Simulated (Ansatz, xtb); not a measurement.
System: BaCl$_{2}$, net charge 1, doublet state. 
Geometry from a B3LYP-D3(BJ)/def2-TZVP (Ansatz, a program for electronic structure) optimisation:
```
Cl
Cl 1 2.6974
Ba 1 2.8060 2 61.27
```
Charge +1, spin multiplicity 2.

Harmonic wavenumbers from GFN2-xTB (xtb, at its own minimum), cm⁻¹: 135, 138, 212.

Give the harmonic wavenumbers at B3LYP-D3(BJ)/def2-TZVP (Ansatz, finite differences of forces, unscaled).

183, 186, 271 cm⁻¹. Zero-point energy 0.9 kcal/mol.

From these and the geometry, give the ideal-gas thermochemistry at 298.15 K and 1 atm (rigid rotor, harmonic oscillator).

Point group C2v, rotational symmetry number 2. Rotational constants 3.919, 1.785, 1.226 GHz. S(trans) 41.90, S(rot) 26.64, S(vib) 6.16, S(elec, spin only) 1.38, S 76.1 cal/(mol K). H(298) - H(0) 3.39 kcal/mol; G - E(el) -18.4 kcal/mol.
